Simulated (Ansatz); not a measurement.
Z-matrix (Å, degrees):
```
Si
Sb 1 2.574
H 1 1.485 2 112.8
H 1 1.487 2 108.7 3 -121.0
H 1 1.487 2 108.6 3 121.0
H 2 1.709 1 90.9 3 -46.0
H 2 1.708 1 91.0 3 45.5
```

The species carries charge 0 and has multiplicity 1. Sb takes the def2 core potential.

Question: List the PBE/def2-TZVPP orbital energies in eV (Ansatz). (Best estimate.)

Answer: Computed: Occupied: -1779.73, -149.49, -137.49, -102.38, -102.36, -102.26, -94.23, -94.20, -94.20, -32.75, -32.73, -32.66, -32.63, -32.58, -14.66, -12.72, -8.84, -8.66, -8.15, -7.39, -6.30. Lowest empty: -1.20, -1.03, -0.49, 0.15, 0.20, 0.98, 2.45, 2.50.
